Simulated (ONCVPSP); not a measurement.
# Pseudopotential generation for antimony: ONCV, LDA (Perdew-Wang 92), scalar-relativistic.

Input for ONCVPSP 4.0.1:

```
# ATOM AND REFERENCE CONFIGURATION
# atsym  z   nc   nv     iexc    psfile
  Sb 51.00    6    5  -001012      upf
#
#   n    l    f
    1    0    2.00
    2    0    2.00
    2    1    6.00
    3    0    2.00
    3    1    6.00
    3    2   10.00
    4    0    2.00
    4    1    6.00
    4    2   10.00
    5    0    2.00
    5    1    3.00
#
# PSEUDOPOTENTIAL AND OPTIMIZATION
# lmax
    2
#
#   l,   rc,      ep,       ncon, nbas, qcut
    0    1.40    0.00    4    8    7.90
    1    1.55    0.00    3    7    8.20
    2    1.15    0.00    5   10   15.80
#
# LOCAL POTENTIAL
# lloc, lpopt,  rc(5),   dvloc0
    4    4    0.85    0.00
#
# VANDERBILT-KLEINMAN-BYLANDER PROJECTORs
# l, nproj, debl
    0    2    1.50
    1    2    0.80
    2    2    1.10
#
# MODEL CORE CHARGE
# icmod, fcfact, rcfact
    2    0.50    0.65
#
# LOG DERIVATIVE ANALYSIS
# epsh1, epsh2, depsh
   -7.00    5.00    0.04
#
# OUTPUT GRID
# rlmax, drl
    6.00    0.01
#
# TEST CONFIGURATIONS
# ncnf
    4
# nvcnf
#   n    l    f
    5
    4    0    2.00
    4    1    6.00
    4    2   10.00
    5    0    2.00
    5    1    2.00
#
    5
    4    0    2.00
    4    1    6.00
    4    2   10.00
    5    0    2.00
    5    1    1.00
#
    5
    4    0    2.00
    4    1    6.00
    4    2   10.00
    5    0    2.00
    5    1    0.00
#
    5
    4    0    2.00
    4    1    5.00
    4    2   10.00
    5    0    2.00
    5    1    3.00
#
```

Command:

```bash
oncvpsp.x < Sb.dat > Sb.out
```

Resulting log (shortened: citation, most of the input echo, consistency checks and plot data are left out):

```
ONCVPSP  (Optimized Norm-Conservinng Vanderbilt PSeudopotential)
scalar-relativistic version 4.0.1

#   n    l    f        energy (Ha)
    1    0    2.00    -1.1124318E+03
    2    0    2.00    -1.6931371E+02
    2    1    6.00    -1.5209100E+02
    3    0    2.00    -3.3174951E+01
    3    1    6.00    -2.7560328E+01
    3    2   10.00    -1.8966996E+01
    4    0    2.00    -5.4571086E+00
    4    1    6.00    -3.7339552E+00
    4    2   10.00    -1.2332450E+00
    5    0    2.00    -4.8087633E-01
    5    1    3.00    -1.8347678E-01

Reference configufation results
  iterations    25
  all-electron total energy (Ha)   -6.47596762D+03

Begin loop to  construct optimized pseudo wave functions
and semi-local pseudopoentials for all angular momenta

Calculating optimized projector #   1

 for l=   0

    Fraction of norm inside rc  0.975838
    Optimizing pswf for qcut=   7.89 a_B^-1,  ecut=  31.11 Ha
    Residual kinetic energy error=  4.00D-05 Ha

    Energy error per electron        Cutoff
         Ha          eV             Ha
         0.01000     0.27211       15.72
         0.00100     0.02721       23.88
         0.00010     0.00272       29.08
         0.00001     0.00027       79.06

Calculating optimized projector #   2

 for l=   0

    Fraction of norm inside rc  0.117236
    Optimizing pswf for qcut=   7.89 a_B^-1,  ecut=  31.11 Ha
    Residual kinetic energy error=  1.11D-04 Ha

    Energy error per electron        Cutoff
         Ha          eV             Ha
         0.01000     0.27211       13.81
         0.00100     0.02721       25.04
         0.00010     0.00272       31.62
         0.00001     0.00027      102.45

Calculating optimized projector #   1

 for l=   1

    Fraction of norm inside rc  0.975537
    Optimizing pswf for qcut=   8.20 a_B^-1,  ecut=  33.62 Ha
    Residual kinetic energy error=  2.04D-06 Ha

    Energy error per electron        Cutoff
         Ha          eV             Ha
         0.01000     0.27211       20.14
         0.00100     0.02721       24.85
         0.00010     0.00272       28.57
         0.00001     0.00027       31.43

Calculating optimized projector #   2

 for l=   1

    Fraction of norm inside rc  0.073661
    Optimizing pswf for qcut=   8.20 a_B^-1,  ecut=  33.62 Ha
    Residual kinetic energy error=  4.17D-07 Ha

    Energy error per electron        Cutoff
         Ha          eV             Ha
         0.01000     0.27211       15.82
         0.00100     0.02721       21.35
         0.00010     0.00272       25.93
         0.00001     0.00027       29.50

WARNING wellstate: negative energy specified for n= 5 l=  2
WARNING scattering state with energy  0.25000000
WARNING will be used for the first projector

   Wellstate for l =  2  n =  5
     eigenvalue =   0.2500
     asymptotic potential =   0.7500
     half-point radius =  5.6787

Calculating optimized projector #   1

 for l=   2

    Fraction of norm inside rc  0.671925
    Optimizing pswf for qcut=  15.81 a_B^-1,  ecut= 124.97 Ha
    Residual kinetic energy error=  3.00D-08 Ha

    Energy error per electron        Cutoff
         Ha          eV             Ha
         0.01000     0.27211       38.77
         0.00100     0.02721       48.44
         0.00010     0.00272       57.47
         0.00001     0.00027       91.49

Calculating optimized projector #   2

 for l=   2

    Fraction of norm inside rc  0.032388
    Optimizing pswf for qcut=  15.81 a_B^-1,  ecut= 124.97 Ha
    Residual kinetic energy error=  2.03D-09 Ha

    Energy error per electron        Cutoff
         Ha          eV             Ha
         0.01000     0.27211       26.96
         0.00100     0.02721       39.08
         0.00010     0.00272       49.62
         0.00001     0.00027       58.07

Construct Vanderbilt / Kleinmman-Bylander projectors

B matrix Hermiticity error, ll=   0
   1   2    1.0408E-03

  Orthonormal projector coefficients  1.4940E+01  3.4983E+00

B matrix Hermiticity error, ll=   1
   1   2    4.9716E-04

  Orthonormal projector coefficients  9.0398E+00  1.7916E+00

B matrix Hermiticity error, ll=   2
   1   2    1.5372E-04

  Orthonormal projector coefficients  2.3976E+00  4.8686E-01

Model core correction analysis
  based on d2Exc/dn_idn_j

d2excae - all-electron derivatives

   -3.312788D-02   -3.071515D-02   -2.416285D-02   -3.023818D-03
   -1.591893D-03
   -3.071522D-02   -2.931723D-02   -2.421776D-02   -3.634471D-03
   -1.799693D-03
   -2.416297D-02   -2.421782D-02   -2.270314D-02   -6.770483D-03
   -3.407791D-03
   -3.023821D-03   -3.634430D-03   -6.770218D-03   -2.240231D-02
   -1.840930D-02
   -1.591909D-03   -1.799695D-03   -3.407704D-03   -1.840899D-02
   -2.009312D-02

d2excps - pseudofunction derivatives with no core correction

   -4.725293D-02   -3.662663D-02   -2.640065D-02   -4.839044D-03
   -2.213540D-03
   -3.662733D-02   -3.416137D-02   -2.750777D-02   -4.285034D-03
   -2.177232D-03
   -2.640097D-02   -2.750788D-02   -2.532538D-02   -6.942895D-03
   -3.599236D-03
   -4.839447D-03   -4.285014D-03   -6.942633D-03   -2.261549D-02
   -1.846927D-02
   -2.213636D-03   -2.177246D-03   -3.599152D-03   -1.846896D-02
   -2.012229D-02

rms 2nd derivative error    3.688387E-03

amplitude prefactor, scale prefactor
   15.8017    1.1145

d2excps - pseudofunction derivatives with core correction

   -2.975784D-02   -2.844414D-02   -2.280860D-02   -2.858522D-03
   -1.553719D-03
   -2.844411D-02   -2.926367D-02   -2.505980D-02   -3.418926D-03
   -1.800996D-03
   -2.280861D-02   -2.505984D-02   -2.399644D-02   -6.584117D-03
   -3.418805D-03
   -2.858512D-03   -3.418879D-03   -6.583851D-03   -2.238714D-02
   -1.839788D-02
   -1.553727D-03   -1.800997D-03   -3.418719D-03   -1.839757D-02
   -2.009277D-02

rms 2nd derivative error    1.070610E-03

Pseudoatom total energy -241.637097

Diagnostic tests using Vanderbilt-Kleinman-Bylander pseudopotentials
  1 or more projectors used as specified by nproj input data

   l    rcore       rmatch      e in        delta e   norm test  slope test

   0   1.4073158   1.4500449  -5.4571086   0.0000078   1.0003067   1.0002761
   0   1.4073158   1.4500449  -0.4808763   0.0000086   1.0000564   1.0000429

   1   1.5579633   1.6052665  -3.7339552   0.0000008   1.0002381   1.0002239
   1   1.5579633   1.6052665  -0.1834768   0.0000097   1.0000598   1.0000305

   2   1.1552027   1.1902772  -1.2332450   0.0000052   1.0001954   1.0002433
   2   1.1552027   1.1902772   0.2500000   0.0000409   1.0003993   1.0003993

 Testing for bound ghosts
   n   l    E NL Schr. Eq   E Basis Diag.   E Cutoff

   1   0       -5.457101       -5.457098    133.94
   2   0       -0.480868       -0.447773    133.94

   2   1       -3.733954       -3.733933     92.80
   3   1       -0.183467       -0.125352     92.80

   3   2       -1.233240       -1.231566    415.37

 Testing for highly-localized positive-energy ghosts
       l    <radius>/rc     E Basis Diag.   E Cutoff

Test configuration 0

   n   l     f        eae           eps        diff
   1   0  2.0000-1112.43179890
   2   0  2.0000 -169.31370645
   2   1  6.0000 -152.09100137
   3   0  2.0000  -33.17495119
   3   1  6.0000  -27.56032824
   3   2 10.0000  -18.96699558
   4   0  2.0000   -5.45710855   -5.45710071    7.84D-06
   4   1  6.0000   -3.73395521   -3.73395443    7.79D-07
   4   2 10.0000   -1.23324501   -1.23323978    5.23D-06
   5   0  2.0000   -0.48087633   -0.48086772    8.62D-06
   5   1  3.0000   -0.18347678   -0.18346707    9.71D-06

    Total energies and differences
      AE_ref= -6.47596762D+03  AE_tst= -6.47596762D+03  dif=  0.00D+00
      PS_ref= -2.41637097D+02  PS_tst= -2.41637097D+02  dif=  7.11D-13
      PSP excitation error= -7.11D-13

Test configuration 1

   n   l     f        eae           eps        diff
   1   0  2.0000-1112.75006273
   2   0  2.0000 -169.63032080
   2   1  6.0000 -152.40782430
   3   0  2.0000  -33.49107199
   3   1  6.0000  -27.87646736
   3   2 10.0000  -19.28309471
   4   0  2.0000   -5.77227502   -5.77237676   -1.02D-04
   4   1  6.0000   -4.04897430   -4.04901629   -4.20D-05
   4   2 10.0000   -1.54711822   -1.54712116   -2.94D-06
   5   0  2.0000   -0.77002184   -0.77001228    9.56D-06
   5   1  2.0000   -0.44936726   -0.44935334    1.39D-05

    Total energies and differences
      AE_ref= -6.47596762D+03  AE_tst= -6.47565470D+03  dif=  3.13D-01
      PS_ref= -2.41637097D+02  PS_tst= -2.41324120D+02  dif=  3.13D-01
      PSP excitation error= -6.62D-05

Test configuration 2

   n   l     f        eae           eps        diff
   1   0  2.0000-1113.12290491
   2   0  2.0000 -169.99993192
   2   1  6.0000 -152.77782664
   3   0  2.0000  -33.85961263
   3   1  6.0000  -28.24504062
   3   2 10.0000  -19.65160944
   4   0  2.0000   -6.13853190   -6.13900485   -4.73D-04
   4   1  6.0000   -4.41485119   -4.41501671   -1.66D-04
   4   2 10.0000   -1.91065275   -1.91066513   -1.24D-05
   5   0  2.0000   -1.09574510   -1.09575541   -1.03D-05
   5   1  1.0000   -0.74994719   -0.74993447    1.27D-05

    Total energies and differences
      AE_ref= -6.47596762D+03  AE_tst= -6.47505763D+03  dif=  9.10D-01
      PS_ref= -2.41637097D+02  PS_tst= -2.40726904D+02  dif=  9.10D-01
      PSP excitation error= -2.03D-04

Test configuration 3

   n   l     f        eae           eps        diff
   1   0  2.0000-1113.54072739
   2   0  2.0000 -170.41273884
   2   1  6.0000 -153.19123021
   3   0  2.0000  -34.27065028
   3   1  6.0000  -28.65612703
   3   2 10.0000  -20.06262351
   4   0  2.0000   -6.54566880   -6.54684282   -1.17D-03
   4   1  6.0000   -4.82131458   -4.82171085   -3.96D-04
   4   2 10.0000   -2.31340346   -2.31343521   -3.17D-05
   5   0  2.0000   -1.44775039   -1.44781862   -6.82D-05

    Total energies and differences
      AE_ref= -6.47596762D+03  AE_tst= -6.47414698D+03  dif=  1.82D+00
      PS_ref= -2.41637097D+02  PS_tst= -2.39816034D+02  dif=  1.82D+00
      PSP excitation error= -4.31D-04

Test configuration 4

   n   l     f        eae           eps        diff
   1   0  2.0000-1113.21281858
   2   0  2.0000 -170.04632226
   2   1  6.0000 -152.82904167
   3   0  2.0000  -33.88901444
   3   1  6.0000  -28.27478727
   3   2 10.0000  -19.68107405
   4   0  2.0000   -6.09184949   -6.10197722   -1.01D-02
   4   1  5.0000   -4.35339289   -4.35582024   -2.43D-03
   4   2 10.0000   -1.81152712   -1.81077222    7.55D-04
   5   0  2.0000   -0.85529904   -0.85571563   -4.17D-04
   5   1  3.0000   -0.50522592   -0.50529521   -6.93D-05

    Total energies and differences
      AE_ref= -6.47596762D+03  AE_tst= -6.47193312D+03  dif=  4.03D+00
      PS_ref= -2.41637097D+02  PS_tst= -2.37598862D+02  dif=  4.04D+00
      PSP excitation error= -3.74D-03
```

The run took about 5 s on one core of a shared server CPU.
